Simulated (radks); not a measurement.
Results of a calculation; reference values are marked as such.
Neutral silicon inside a hard spherical wall (all orbitals vanish at R), configuration held at [Ne] 3s2 3p2 and not refilled when levels cross. Code: a radial shooting solver on a logarithmic mesh with Libxc functionals. Model: scalar-relativistic Kohn-Sham, PBE, spin-polarised, spherical densities, finite nucleus; open shells are filled with parallel spins first; Fermi nuclear charge, rms radius 3.1224 fm. Eigenvalues in eV for spin up, with the zero of energy where the potential of the charges vanishes at infinity; a dash marks a level that is unbound or too diffuse for the functional's potential to be trusted. A positive occupied level is held by the wall or, in an anion where self-interaction has pushed it up, behind a barrier. The pressure on the wall is -dE/dV.

R (bohr)  E (hartree)  kinetic (hartree)    e(2s)    e(2p)    e(3s)   e(3p)  e(4s, empty)  e(4p, empty)  pressure (GPa)
free       -289.86592            290.587  -139.31  -95.394  -11.374  -4.621             -             -               0
20         -289.86592            290.587  -139.31  -95.394  -11.374  -4.621             -             -        < 0.0001
15         -289.86592            290.587  -139.31  -95.394  -11.374  -4.621        -0.423         0.523        < 0.0001
12         -289.86589            290.588  -139.31  -95.390  -11.371  -4.618        -0.204         1.038        0.000483
10         -289.86566            290.590  -139.28  -95.363  -11.352  -4.598         0.267         1.921         0.00697
7          -289.85780            290.644  -138.82  -94.900  -11.046  -4.248         3.240         6.385           0.452
5          -289.77501            291.065  -136.38  -92.451   -9.469  -2.247        12.987        18.407            10.8
3.5        -289.19798            293.192  -128.24  -84.276   -2.850   6.067        44.386        52.387             180
1.5        -270.06808            338.683  -65.580  -19.178   149.39  159.75        489.56        466.20           47100
